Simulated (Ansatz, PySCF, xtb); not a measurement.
Breaking the Be1–Cl3 bond in BeClF (SMILES [F][Be][Cl]) (multiplicity 1 held, fragments rigid). Energies count from the point at 1.810 Å.
Geometry at that point (charge 0, multiplicity 1):
```tsv
atom	x (Å)	y (Å)	z (Å)
Be	0.0000	0.0000	-0.6130
F	0.0000	0.0000	-1.9883
Cl	0.0000	0.0000	1.1969
```

Restricted levels (R-, RO-) in cc, def2 and unpolarised 6-31G sets keep to the state of the molecule at rest. Active spaces are followed from a long bond inwards. Left out are points that failed, MP2 points in a non-variational dive below the minimum, coupled-cluster points behind a sign of a changed root (a jump of the amplitudes, or a one-step jump against full CI or MRCI), small-basis points behind a change of solution, and semi-empirical points at long bonds. Levels need not reach the same state.

Correlated levels freeze the cores. Rows in 6-31G* carry no dispersion term and start afresh at each structure (6-31G* with six Cartesian d functions).

Programs: Ansatz (Gaussian orbitals); PySCF for 6-31G* rows; xtb for the GFN methods. Each number belongs to the level named beside it. The GFN methods have no spin term and hold the electronic entropy of 300 K.

Energies in kJ/mol.

```csv
R (Å),GFN2-xTB,R-HF/6-31G*,R-B3LYP/aug-cc-pV(T+d)Z,R-MP2/aug-cc-pV(T+d)Z,"FIC-MRCISD+Q on CASSCF(6,4)/aug-cc-pV(T+d)Z"
1.448,168,234,214,227,225
1.629,…,43,38,43,42
1.810,0,0,0,0,0
1.991,28,25,24,23,23
2.172,68,80,75,75,75
2.443,…,180,165,168,168
2.715,…,277,252,259,258
3.167,284,413,370,386,382
3.620,350,518,454,481,464
4.163,399,612,519,559,507
4.887,left out,696,568,613,520
5.792,left out,left out,597,625,523
```

Task: What belongs in the gaps?

Result: 
- 1.629, GFN2-xTB: 16
- 2.443, GFN2-xTB: 133
- 2.715, GFN2-xTB: 196

Doubts at one or more of the structures used: a restricted determinant that unrestricted orbitals would lower (R-HF/6-31G*, R-B3LYP/aug-cc-pV(T+d)Z, R-MP2/aug-cc-pV(T+d)Z); active orbitals that take no part (FIC-MRCISD+Q on CASSCF(6,4)/aug-cc-pV(T+d)Z).

Ansatz is a program for electronic structure.
